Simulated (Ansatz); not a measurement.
Abridged output of a molecular run in Ansatz:

```
Functional definition: HF
1656 factors; integrals over basis functions are off by at most 1.0e-3 eV
mean field evaluation 1: about -31407.5961 eV, gradient 3.4e1 eV
mean field evaluation 2: about -31407.9410 eV, gradient 3.5e1 eV
mean field evaluation 4: about -31411.0282 eV, gradient 4.5e0 eV
mean field evaluation 8: about -31411.0948 eV, gradient 2.3e-1 eV
mean field -31411.09501691 eV, -1154.3364506664 hartree, gradient 3.6e-6 eV, S^2 0.000000; 0 other end points of the search recorded, 0 dependent functions left out
17 core orbitals not correlated: weight in the atoms' cores, before any rotation towards them, 1.000 or more for the frozen orbitals, at most 0.000 for the correlated occupied ones
reference -31411.09501691 eV, -1154.3364506664 hartree; 16, 16 occupied and 253, 253 virtual orbitals, 1656 factors
second order -22.97430213 eV of doubles, -0.00000000 eV of singles
cycle   1  -23.96790900 eV  change   -9.9e-1 eV  update   1.0e-1
cycle   2  -24.59415295 eV  change   -6.3e-1 eV  update   3.1e-2
cycle   3  -24.71521068 eV  change   -1.2e-1 eV  update   1.5e-2
cycle   4  -24.70441596 eV  change    1.1e-2 eV  update   3.1e-3
cycle   5  -24.70329911 eV  change    1.1e-3 eV  update   1.3e-3
cycle   6  -24.70359994 eV  change   -3.0e-4 eV  update   3.6e-4
cycle   7  -24.70341061 eV  change    1.9e-4 eV  update   1.3e-4
cycle   8  -24.70340263 eV  change    8.0e-6 eV  update   4.6e-5
cycle   9  -24.70342561 eV  change   -2.3e-5 eV  update   1.7e-5
perturbative correction -0.92319486 eV, -0.0339267855 hartree
Total energy: -31436.72163738 eV, -1155.2782115984 hartree
```

Its atoms:

Cartesian coordinates in Å:
```
Si 1.0597 -1.0834 -1.6329
O -0.1068 -0.3436 -0.7327
C 0.1853 0.2281 0.5338
Si -1.4277 0.9435 1.1858
Cl -1.0523 1.7914 3.0248
H 1.6401 -2.2323 -0.8848
H 2.1569 -0.1266 -1.9449
H 0.3986 -1.5460 -2.8737
H 0.9439 1.0182 0.4523
H 0.5759 -0.5233 1.2333
H -1.9349 1.9982 0.2786
H -2.4388 -0.1241 1.3605
```

(1) Which basis set was used?
A. cc-pV(D+d)Z
B. def2-SVPD
C. def2-SVP
D. def2-TZVPP

(2) Write the keys of the input that set method, charge and spin (a neutral closed shell needs none for the last two).

Results:

(1) D. It gives 286 functions.

(2) 
```yaml
correlation: {method: ccsd_t}
```
